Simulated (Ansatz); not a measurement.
System: ReO (charge 0, sextet). The spin state was set by rule; other spins were not relaxed. SMILES: [O]=[Re]
Geometry: optimised at B3LYP-D3(BJ)/def2-TZVP (Ansatz, a first-principles code).

Parts of the frozen-core correlation energy in def2-SVP (Ansatz, hartree). Frozen orbitals: 5; correlated occupied orbitals by spin: 9 and 4; virtual: 32 and 37. Open shells are spin-unrestricted. Spin-orbit coupling is left out. In def2 rows, elements after Kr have scalar-relativistic effective core potentials.

```
term                            value
-------------------------  ----------
reference (HF)             -152.28185
MP2 opposite-spin            -0.19489
MP2 same-spin                       …
CCSD correlation                    …
(T)                                 …
CCSDT minus CCSD(T)          -0.00181
T1 diagnostic                   0.051
largest doubles amplitude       0.051
<S^2> of the reference          8.882
```

Task: Some entries are withheld; supply them.

Result: 
- MP2 same-spin, value: -0.11991
- CCSD correlation, value: -0.31496
- (T), value: -0.01436
